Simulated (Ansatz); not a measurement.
CH5BiS⁺, that is BiH2(SMe) with one electron fewer. The state is a doublet with charge 1. Geometry r2SCAN-D4/def2-TZVP, that of the neutral singlet; atoms count from 1.

Cartesian coordinates in Å:
```
Bi 0.518 1.736 -0.453
H 1.942 1.614 -1.540
H -0.444 2.374 -1.826
S -0.235 -0.645 -0.833
C -0.411 -1.168 0.905
H 0.541 -1.140 1.437
H -0.759 -2.202 0.875
H -1.152 -0.570 1.436
```

In the def2 sets Bi takes a core potential; there is no spin–orbit coupling.

Q: Estimate the Mulliken populations from the PBE0/def2-TZVP orbitals of Ansatz.

A: 
```tsv
atom	charge (e)	spin (α − β)
Bi1	0.42	-0.06
H2	0.06	0.06
H3	0.06	0.03
S4	0.20	0.93
C5	-0.37	-0.03
H6	0.21	0.03
H7	0.21	0.00
H8	0.21	0.03
```
Mulliken values depend strongly on the basis.

Q: Where does the spin sit?

A: Summed by element: Bi -0.06, H 0.16, S 0.93, C -0.03, of 1 unpaired in all. Largest on single atoms: S4 0.93, H2 0.06, Bi1 -0.06.

Q: And the Mayer bond orders between heavy atoms (over 0.3)?

A: Bi1–S4 0.87 (2.53 Å); S4–C5 1.01 (1.82 Å).
